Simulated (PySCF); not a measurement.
Simulated C 1s region for TiPhMe3 (`[CH3][Ti]([CH3])([CH3])[c]1ccccc1`), binding energy against the vacuum level.

Every computed line was given a Gaussian of 0.5 eV full width at half maximum and an area set by the number of equivalent atoms; the highest printed point is 100. Method used: delta-SCF UKS SCAN, pcX-2 on the ionised atom (unc-x2c-TZVPall on a metal), pcseg-1 elsewhere, spin-free X2C (PySCF 2.14.0).

```tsv
binding energy (eV)	intensity
288.2	0
288.3	0
288.4	2
288.5	5
288.6	13
288.7	29
288.8	50
288.9	71
289.0	81
289.1	74
289.2	55
289.3	33
289.4	17
289.5	11
289.6	17
289.7	33
289.8	59
289.9	85
290.0	100
290.1	95
290.2	73
290.3	45
290.4	23
290.5	9
290.6	3
290.7	1
290.8	0
```

How many maxima does the curve show, and how many computed lines lie under it?

The curve has 2 maxima (at 289.0 and 290.0 eV). Under it lie 5 lines from 5 inequivalent carbon sites. At this width some lines have no maximum of their own.

Decompose the envelope and assign each component. Bonds: Ti1–C2, Ti1–C13, Ti1–C17, Ti1–C21, C2–C3, C2–C7, C3–C4, C4–C5, C5–C6, C6–C7. Hydrogens: H8 on C3; H9 on C4; H10 on C5; H11 on C6; H12 on C7; H14, H15, H16 on C13; H18, H19, H20 on C17; H22, H23, H24 on C21.

| position (eV) | relative area | line | atoms | environment |
| --- | --- | --- | --- | --- |
| 288.94 | 1 | C 1s | C2 | carbon bonded to 2 C and Ti |
| 289.03 | 3 | C 1s | C13/C17/C21 | carbon bonded to Ti and 3 H |
| 289.98 | 2 | C 1s | C3/C7 | carbon bonded to 2 C and H |
| 290.04 | 2 | C 1s | C4/C6 | carbon bonded to 2 C and H |
| 290.09 | 1 | C 1s | C5 | carbon bonded to 2 C and H |

Lowest listed C 1s: C2, bonded to 2 C and Ti. Highest, 1.15 eV above it: C5, bonded to 2 C and H. The widest gap between neighbouring values is 0.95 eV, between 289.03 and 289.98 eV. The values 290.04 and 290.09 eV lie too close for their order to be trusted.

No satellites, vibrations or lifetime broadening are included. One atom of each set of topologically equivalent atoms was ionised and stands for the set; in this conformer not all members are related by symmetry, and their own values weren't computed. Geometry: PBE0-D3(BJ)/def2-SVP; no solvent, vibrations or thermal averaging. Metal 2p energies of this one-determinant scheme are less reliable than its 1s energies.

On one thread of an AMD EPYC, shared host with 64 logical CPUs at a one-minute load of 61, this took 8.9 min of wall time and 1.3 GiB of memory at its peak.
